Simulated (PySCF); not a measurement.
# Electron correlation in Kr (krypton, neutral)

[Ar] 3d10 4s1 4p6 5s1, high-spin 3S determinant (an excited configuration). All numbers are calculated (PySCF 2.14, scalar relativity through the core potential, in aug-cc-pVQZ-PP with ECP10MDF). Frozen: 3s2 3p6 3d10; 8 electrons correlated.

| level | correlation energy (mhartree) |
| --- | --- |
| CCSD | -328.02 |
| (T) | -45.71 |
| CCSD(T) | -373.73 |

Diagnostics: T1 = 0.015, D1 = 0.0347, largest double amplitude 0.201.

The outer electron is Rydberg-like, and this basis confines it to a smaller radius and binds it less than a complete one would. A double-excitation amplitude exceeds 0.15, a sign of near-degeneracy.

Cost of the coupled-cluster step: roughly 30 core-seconds, for 8 correlated electrons.

Iterations:

```
CC2 = 0
CCSD nocc = (np.int64(5), np.int64(3)), nmo = (80, 80)
frozen orbitals [[0, 1, 2, 3, 4, 5, 6, 7, 8], [0, 1, 2, 3, 4, 5, 6, 7, 8]]
max_cycle = 100
direct = 0
conv_tol = 1e-08
conv_tol_normt = 1e-06
diis_space = 8
diis_start_cycle = 0
Init t2, MP2 energy = -0.255589809106399
Init E_corr(UCCSD) = -0.255589809163782
cycle = 1  E_corr(UCCSD) = -0.423146756794102  dE = -0.167556948  norm(t1,t2) = 3.20321
cycle = 2  E_corr(UCCSD) = 0.0127052905655291  dE = 0.435852047  norm(t1,t2) = 11.3055
cycle = 3  E_corr(UCCSD) = -0.393628350441102  dE = -0.406333641  norm(t1,t2) = 88.5503
cycle = 4  E_corr(UCCSD) = -0.331177292527894  dE = 0.0624510579  norm(t1,t2) = 7.57493
cycle = 5  E_corr(UCCSD) = -0.304049678989409  dE = 0.0271276135  norm(t1,t2) = 13.5637
cycle = 6  E_corr(UCCSD) = -0.31814874263444  dE = -0.0140990636  norm(t1,t2) = 8.60969
cycle = 7  E_corr(UCCSD) = -0.317674546672278  dE = 0.000474195962  norm(t1,t2) = 4.55733
cycle = 8  E_corr(UCCSD) = -0.330061845846415  dE = -0.0123872992  norm(t1,t2) = 1.58093
cycle = 9  E_corr(UCCSD) = -0.328072758861736  dE = 0.00198908698  norm(t1,t2) = 1.92925
cycle = 10  E_corr(UCCSD) = -0.328125894767659  dE = -5.31359059e-05  norm(t1,t2) = 0.764121
cycle = 11  E_corr(UCCSD) = -0.327945574482892  dE = 0.000180320285  norm(t1,t2) = 0.0768039
cycle = 12  E_corr(UCCSD) = -0.328029934548424  dE = -8.43600655e-05  norm(t1,t2) = 0.00307569
cycle = 13  E_corr(UCCSD) = -0.328026175931073  dE = 3.75861735e-06  norm(t1,t2) = 0.000813645
cycle = 14  E_corr(UCCSD) = -0.328025293633052  dE = 8.82298022e-07  norm(t1,t2) = 0.000500247
cycle = 15  E_corr(UCCSD) = -0.328025033500187  dE = 2.60132865e-07  norm(t1,t2) = 0.000205175
cycle = 16  E_corr(UCCSD) = -0.328024485491995  dE = 5.48008192e-07  norm(t1,t2) = 1.91046e-05
cycle = 17  E_corr(UCCSD) = -0.328024462631307  dE = 2.28606882e-08  norm(t1,t2) = 7.77781e-06
cycle = 18  E_corr(UCCSD) = -0.328024429901842  dE = 3.27294642e-08  norm(t1,t2) = 5.40561e-07
cycle = 19  E_corr(UCCSD) = -0.328024416435443  dE = 1.34663998e-08  norm(t1,t2) = 1.92411e-07
cycle = 20  E_corr(UCCSD) = -0.328024415462468  dE = 9.72974423e-10  norm(t1,t2) = 8.2547e-08
UCCSD converged
E(UCCSD) = -461.5216836743477  E_corr = -0.3280244154624682
UCCSD(T) correction = -0.0457064904101572
```
